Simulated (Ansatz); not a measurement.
A made-up structure of AlHIF, closed shell:

F1  (3.969, -0.649, 0.802)
Al2  (-0.181, 0.094, -0.058)
I3  (2.065, -0.840, 0.252)
H4  (-0.588, 0.948, -1.305)
(Å)

It is relaxed with PBE-D4/def2-SVP and then PBE0-D4/def2-TZVP (Ansatz 0.2.0). Atoms count as bonded within 1.22 times the sum of their covalent radii (H–H: 0.88 Å). The end point is not checked to be a true minimum.

(1) Does its bonding change? (Judge from chemistry; the calculation decides.)

Results:

(1) The calculation gives: No: no bond forms or breaks.

Where it ends: The first stage lowers the energy by 0.66 eV in 8 steps. It ends as AlHIF ([F][I][AlH]):
```
4
angstrom
F 4.1483 -1.1243 1.0536
Al 0.1104 0.3199 -0.5593
I 2.3086 -0.4661 0.3187
H -1.3027 0.8235 -1.1222
```

Labels in which every atom is bracketed show which atoms are joined, not bond orders.

For scale, one of the runs: PBE0-D4/def2-TZVP relaxation, 124 basis functions, launched by `ansatz run in.yaml --threads 2 --pin off --events-out ev --progress --plain --max-ram 4352MiB`. Hardware: 2 CPU threads of an Arm Neoverse V1, shared host. Wall time about 30 s.
